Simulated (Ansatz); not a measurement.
CH$_{5}$FO$_{4}$W (`C[O][W](=[O])([OH])([OH])[F]`), one more setting.

```yaml
crystal:
  periodic: [false, false, false]
  atoms:
    - {symbol: C, position_ang: [0.246760, -1.044996, 1.729792]}
    - {symbol: O, position_ang: [-0.639531, -0.533111, 0.772627]}
    - {symbol: W, position_ang: [-0.538490, 0.447633, -0.786950]}
    - {symbol: O, position_ang: [-2.166700, 0.658896, -1.189682]}
    - {symbol: O, position_ang: [0.208895, -1.064790, -1.668107]}
    - {symbol: O, position_ang: [0.132862, 1.909940, 0.234086]}
    - {symbol: F, position_ang: [0.285885, 1.393058, -2.220712]}
    - {symbol: H, position_ang: [-0.326943, -1.537106, 2.516315]}
    - {symbol: H, position_ang: [0.919576, -1.769127, 1.260945]}
    - {symbol: H, position_ang: [0.833348, -0.227903, 2.160633]}
    - {symbol: H, position_ang: [0.603626, -0.939821, -2.535170]}
    - {symbol: H, position_ang: [0.517811, 2.652028, -0.239677]}
basis:
  gaussian: {orbitals: def2-TZVPP, point_charges: [{charge: 0.50, position_ang: [4.346, 0.251, -0.493]}]}
hamiltonian: {xc: {name: r2SCAN50}, dispersion: d3bj}
scf: {lower_state_search: light}
scf: {max_iter: 3}
output: {forces: true}
```

```sh
$ ansatz run in.yaml --threads 4 --pin off --events-out ev --progress --plain --max-ram 11315MiB
```

It prints (some lines left out):

```
Error: YAML parse error: error: line 20 column 1: duplicate mapping key: scf, set DuplicateKeyPolicy in Options if acceptable
18 | hamiltonian: {xc: {name: r2SCAN50}, dispersion: d3bj}
19 | scf: {lower_state_search: light}
20 | scf: {max_iter: 3}
21 | output: {forces: true}
```
